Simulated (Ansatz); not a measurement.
Ansatz (an electronic-structure program) input:

Ansatz 0.2 input:
```yaml
crystal:
  periodic: [false, false, false]
  atoms:
    - {symbol: Ru, position_ang: [-0.00885285, -0.01381596, 0.02488760]}
    - {symbol: O, position_ang: [1.47761042, -0.30354551, -0.76717079]}
    - {symbol: O, position_ang: [-0.50879939, -0.79404359, 1.43036356]}
    - {symbol: O, position_ang: [-0.92012034, 1.17357687, -0.80007459]}
basis:
  gaussian:
    orbitals: def2-TZVP
hamiltonian:
  xc: b3lyp
  dispersion: d3bj
magnetization: {spin_polarized: true, initial_magnetization: 2}
phonons: {temperatures: {t_min: 298.15, t_max: 298.15, t_step: 100}}
```

Predict the final energy.

-320.64270 Eh (B3LYP-D3(BJ)/def2-TZVP). The basis has 133 functions.

This is an excited triplet: at this geometry the singlet lies 0.87 eV lower at RI-MP2/CBS(def2-TZVPPD,def2-QZVPPD)+[CCSD(T)-MP2]/def2-SVPD.

The determinant is spin-contaminated: <S^2> is 2.14 against 2.00 for a pure state.
